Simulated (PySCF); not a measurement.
Bonds broken one at a time in the series Al Br-SiH3. Isolated molecules, 0 K electronic values unless said otherwise. Strings in code marks are SMILES.

A: whole molecule (`[SiH3][Al]([Br])[Br]`)
B: whole molecule (`[Al]([Br])([Br])[Br]`)
C: radical fragment (`[SiH3][Al][Br]`)
D: radical fragment (`[SiH3][Al][SiH3]`)

Problem. Rank these by dipole moment (lowest first), as ωB97X-D3(BJ)/def2-TZVP // PBE0-D3(BJ)/def2-TZVP (PySCF 2.14.0) gives it.

Solution. B (0.00 D), D (0.74 D), A (1.40 D), C (1.64 D)
